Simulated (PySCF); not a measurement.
Species: C₂H₉BN₂.
Geometry (PBE0-D3(BJ)/def2-SVP, Å), atoms numbered from 1 in this order:
```xyz
14
C2H9BN2 angstrom
B     -1.9921    0.1258    0.6805
N     -0.5461    0.7419    1.1133
C      0.6015   -0.0066    0.5970
C      1.9398    0.5653    0.9926
N      3.0780    0.1055    0.6947
H     -2.8275    0.8654    1.1838
H     -1.9998    0.1472   -0.5453
H     -2.0114   -1.0109    1.1394
H     -0.5078    1.7116    0.7926
H     -0.5117    0.7817    2.1339
H      0.4994   -1.0456    0.9481
H      0.5004   -0.0434   -0.4993
H      1.9106    1.4868    1.6069
H      2.9938   -0.7464    0.1257
```

All values: PBE0/pcSseg-1 and PBE0/def2-SVPD (PySCF, non-relativistic), on one gas-phase PBE0-D3(BJ)/def2-SVP geometry that isn't relaxed in the solvent. The solvent is an IEF-PCM continuum (cavity from Bondi-type radii × 1.2). The model holds no explicit solvent molecules, cavitation or dispersion.

Gas phase at PBE0/pcSseg-1: HOMO -7.89 eV, LUMO -1.08 eV, dipole 3.21 D.

Question: What does the continuum do to the energy, the frontier levels and the dipole at PBE0/pcSseg-1 in acetone and dimethylsulfoxide?

Answer: 
```csv
solvent,ε,E(solvent) − E(gas) (kJ/mol),polarisation term (kJ/mol),distortion of the solute (kJ/mol),HOMO (eV),LUMO (eV),dipole (D)
acetone,20.49,-66.77,-77.87,11.10,-7.88,-0.47,3.73
dimethylsulfoxide,46.83,-69.97,-82.21,12.24,-7.87,-0.44,3.75
```

Polarisation term: ½ Σ q·V over the induced surface charges. Distortion: the rise of the solute's own energy as its density leaves the gas-phase optimum. From acetone to dimethylsulfoxide the lowering changes by a factor 1.05, Onsager's factor (ε − 1)/(2ε + 1) by 1.04 and ε itself by 2.3.

Question: Which radius a makes the point-dipole formula ΔE = −[(ε − 1)/(2ε + 1)]·μ²/a³ give the value in dimethylsulfoxide, with the gas-phase dipole?

Answer: μ = 1.265 au and |ΔE| = 0.02665 Eh give a = 1.63 Å; the farthest nucleus lies 3.15 Å from the centroid of the nuclei, so such a sphere wouldn't even hold the nuclei. The formula assumes a rigid point dipole at the centre of a sphere.

Question: Give the dipole vector in the frame of the coordinates (D, pointing from negative to positive charge), gas and dimethylsulfoxide.

Answer: Gas (2.86, 1.20, 0.85), solvent (3.17, 1.65, 1.15). Its length changes by +17 % and its direction by 5°.

Question: Which Hirshfeld charges (PBE0/pcSseg-1) respond most in acetone (means over atoms taken as equivalent)?

Answer: 
| atoms | environment | gas (e) | solvent (e) | change |
| --- | --- | --- | --- | --- |
| N5 | imine nitrogen | -0.217 | -0.261 | -0.044 |
| H9/H10 | N–H hydrogen | +0.159 | +0.176 | +0.017 |
| C4 | imine carbon | +0.050 | +0.066 | +0.016 |
| H6/H7/H8 | B–H hydrogen | -0.107 | -0.121 | -0.014 |
| H13 | hydrogen on a C=N carbon | +0.047 | +0.060 | +0.013 |
| C3 | sp3 carbon bound to nitrogen | 0.000 | +0.010 | +0.010 |
| B1 | four-coordinate boron | -0.092 | -0.100 | -0.008 |
| N2 | nitrogen bonded to B, C and 2 H | -0.037 | -0.030 | +0.007 |

Gas phase at PBE0/def2-SVPD: HOMO -7.91 eV, LUMO -1.22 eV, dipole 3.01 D.

Question: What does the continuum do to the energy, the frontier levels and the dipole at PBE0/def2-SVPD in acetone?

Answer: 
```json
{"solvent": "acetone", "ε": "20.49", "E(solvent) − E(gas) (kJ/mol)": "-64.88", "polarisation term (kJ/mol)": "-78.14", "distortion of the solute (kJ/mol)": "13.26", "HOMO (eV)": "-7.91", "LUMO (eV)": "-0.63", "dipole (D)": "3.61"}
```

The atom shares or the degeneracy of the HOMO differ from the gas phase in acetone, so that column needn't follow one orbital.

Question: How does the static polarisability (PBE0/def2-SVPD, frozen core, with the continuum's full static response) change?

Answer: 
| medium | isotropic (au) | principal values (au) | ⟨r²⟩ of the electrons (bohr²) |
| --- | --- | --- | --- |
| gas | 61.8 | 50.2, 57.7, 77.4 | 630.3 |
| acetone | 80.2 | 68.1, 76.7, 96.0 | 634.7 |

The isotropic value in acetone is 1.30 times the gas-phase one; no cavity-field correction is applied. ⟨r²⟩ is taken about the centre of nuclear charge.
